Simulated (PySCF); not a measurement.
5H-1,4-dioxepine (C5H6O2), SMILES O1C=CCOC=C1.

Geometry optimised at B3LYP-D3(BJ)/def2-SVP. One conformer was computed; it need not be the lowest.

These are TDA-ωB97X/def2-SVPD in PySCF 2.14.0 values and carry that method's errors.

Vertical excitations. Gas-phase values at a fixed geometry.

```json
[
 {"state": "S1", "energy (eV)": "5.64", "λ (nm)": "220", "f": "0.056", "main pairs": "HOMO→LUMO 93 %"},
 {"state": "S2", "energy (eV)": "6.28", "λ (nm)": "197", "f": "0.059", "main pairs": "HOMO→LUMO+1 78 %"},
 {"state": "S3", "energy (eV)": "6.90", "λ (nm)": "180", "f": "0.007", "main pairs": "HOMO−1→LUMO 39 %, HOMO→LUMO+2 31 %, HOMO−1→LUMO+1 12 %"},
 {"state": "S4", "energy (eV)": "7.16", "λ (nm)": "173", "f": "0.004", "main pairs": "HOMO→LUMO+4 43 %, HOMO−1→LUMO+1 15 %, HOMO−1→LUMO 14 %, HOMO→LUMO+3 11 %"},
 {"state": "S5", "energy (eV)": "7.68", "λ (nm)": "161", "f": "0.009", "main pairs": "HOMO→LUMO+3 25 %, HOMO→LUMO+2 18 %, HOMO−1→LUMO+1 14 %, HOMO→LUMO+6 10 %"},
 {"state": "S6", "energy (eV)": "7.74", "λ (nm)": "160", "f": "0.283", "main pairs": "HOMO−1→LUMO 28 %, HOMO→LUMO+2 14 %, HOMO→LUMO+4 12 %, HOMO−2→LUMO 10 %"},
 {"state": "S7", "energy (eV)": "7.89", "λ (nm)": "157", "f": "0.018", "main pairs": "HOMO→LUMO+3 41 %, HOMO→LUMO+4 16 %, HOMO→LUMO+7 10 %"},
 {"state": "S8", "energy (eV)": "8.08", "λ (nm)": "154", "f": "0.029", "main pairs": "HOMO→LUMO+5 55 %, HOMO−2→LUMO 9 %"},
 {"state": "S9", "energy (eV)": "8.15", "λ (nm)": "152", "f": "0.031", "main pairs": "HOMO−2→LUMO 40 %, HOMO−1→LUMO+1 16 %, HOMO−2→LUMO+1 7 %, HOMO→LUMO+2 6 %"},
 {"state": "S10", "energy (eV)": "8.31", "λ (nm)": "149", "f": "0.205", "main pairs": "HOMO−1→LUMO+4 22 %, HOMO−2→LUMO 12 %, HOMO−1→LUMO+1 9 %, HOMO−1→LUMO+2 8 %"},
 {"state": "T1", "energy (eV)": "4.02", "λ (nm)": "308", "f": "0", "main pairs": "HOMO→LUMO 56 %, HOMO→LUMO+1 17 %"},
 {"state": "T2", "energy (eV)": "4.50", "λ (nm)": "276", "f": "0", "main pairs": "HOMO→LUMO+4 35 %, HOMO−1→LUMO 34 %, HOMO−1→LUMO+1 11 %"},
 {"state": "T3", "energy (eV)": "5.94", "λ (nm)": "209", "f": "0", "main pairs": "HOMO→LUMO+1 32 %, HOMO→LUMO 29 %, HOMO→LUMO+2 7 %, HOMO−1→LUMO 7 %"},
 {"state": "T4", "energy (eV)": "6.54", "λ (nm)": "190", "f": "0", "main pairs": "HOMO→LUMO+1 31 %, HOMO−1→LUMO 26 %, HOMO→LUMO+4 25 %"}
]
```
Triplets are in the Tamm–Dancoff approximation.
